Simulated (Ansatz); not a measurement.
Spectroscopic constants of TaB, multiplicity 7 (an upper state: multiplicity 3 came lower at CCSD(T)/def2-TZVPP on PBE0 minima). No spin–orbit coupling.

Constants: fifth-degree fit in 1/R to seven points, most abundant isotopes. Runs in def2 and cc sets follow the lowest solution found near the PBE0 minimum.

Correlated levels freeze the inner cores; with def2 sets outer-core shells near the valence are correlated too.

Codes used: Ansatz (Gaussian orbitals).  In def2 rows elements past Kr take small-core potentials, without spin–orbit coupling.

Problem. What bond length and harmonic frequency does PBE/def2-TZVPP give?

Solution. r_e = 2.106 Å, ω_e = 642 cm⁻¹.

Problem. What bond length and harmonic frequency does CCSD/def2-TZVPP give?

Solution. r_e = 2.088 Å, ω_e = 675 cm⁻¹.

Problem. What bond length and harmonic frequency does CCSD(T)/def2-TZVPP give?

Solution. r_e = 2.096 Å, ω_e = 664 cm⁻¹.

Ansatz is a program for electronic structure.
